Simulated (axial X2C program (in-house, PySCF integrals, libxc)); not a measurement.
**Curves of HCeH from open-shell CI on f2 s0 d(πδ)0**

Calculated with an axial X2C code built on PySCF integrals: two-component X2C with atomic mean-field Coulomb and Gaunt terms, basis H dyall-v3z, Ce dyall-v3z (cores contracted in-house). Orbitals come from Hartree–Fock averaged over the configuration Ce f2 s0 d(πδ)0; CI then distributes these electrons over the f, s, d(πδ) shells of Ce.

Scan along the symmetric stretch (R is each bond); masses H 1.008 u, Ce 139.905 u, H 1.008 u. Energies in cm⁻¹ from the lowest point; levels are followed by energy order within each Ω. Lowest level at 2.373 Å: 100% f2.

```
R (Å)  (1)Ω=4  (1)Ω=3  (1)Ω=5  (1)Ω=2  (1)Ω=1
2.207    1338    2239    2662    3006    3148
2.290     310    1218    1638    1959    2105
2.373       0     900    1331    1610    1763
2.468     346    1226    1681    1897    2058
2.563    1278    2130    2616    2761    2929
2.670    2858    3672    4199    4260    4434
2.800    5324    6088    6668    6626    6803
```

(1) Fit the curves (1)Ω=4, (1)Ω=3, (1)Ω=5, (1)Ω=2, (1)Ω=1 near their minima.

The 5 lowest curves are shown; the next is (1)Ω=0, from 1780 cm⁻¹.

Dynamic correlation is missing, so gaps between terms are too wide and other configurations may lie lower; the lowest level listed is that of this model, not necessarily the ground state. At most 6 roots were kept for each Ω > 0 (twice that for Ω = 0) within 2.2 eV of the lowest, so higher up levels can be missing between those listed; levels with Ω > 0 are doubly degenerate and listed once, Ω = 0 levels singly. States that fill the shells left empty in the average are placed too high. The molecule was held linear; bending was not examined.

Results:

(1) From the open-shell CI curves, Te from the lowest:

```tsv
level	Te (cm⁻¹)	Re (Å)	ωe (cm⁻¹)
(1)Ω=4	0	2.373	1181.8
(1)Ω=3	900	2.375	1169.0
(1)Ω=5	1331	2.373	1182.3
(1)Ω=2	1608	2.380	1158.9
(1)Ω=1	1762	2.379	1160.9
```

Without dynamic correlation distances can be off by several hundredths of an Å (long for ionic bonds, short for multiple bonds) and the wavenumbers are rough.
